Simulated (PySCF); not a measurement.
C₂H₄BNO₂, SMILES OB1C=NCO1. Geometry optimised at PBE-D3(BJ)/def2-SVP. This is a generated structure with no PubChem entry under its InChIKey; it may be hypothetical. Other conformers were not sampled.

These are PBE-D3(BJ)/def2-SVP run with PySCF values and carry that method's errors.

Harmonic wavenumbers (cm⁻¹): 195, 345, 370, 535, 581, 636, 759, 851, 870, 930, 973, 1032, 1032, 1174, 1188, 1262, 1333, 1393, 1486, 1591, 2965, 3011, 3080, 3729. Rotational constants (GHz): 8.202, 3.421, 2.452; symmetry number 1.

### Question
Work out the zero-point energy and the ideal-gas rigid-rotor harmonic-oscillator thermochemistry at 298.15 K and 1 atm.

### Answer
ZPE = ½ Σ hcν = ½ × 31322 cm⁻¹ = 187.35 kJ/mol. H − E(el) = 203.12 kJ/mol. Entropy in J/(mol K): translation 164.13, rotation 108.57, vibration 29.49, total 302.19. G − E(el) = 113.03 kJ/mol. Cp = 85.69 J/(mol K).
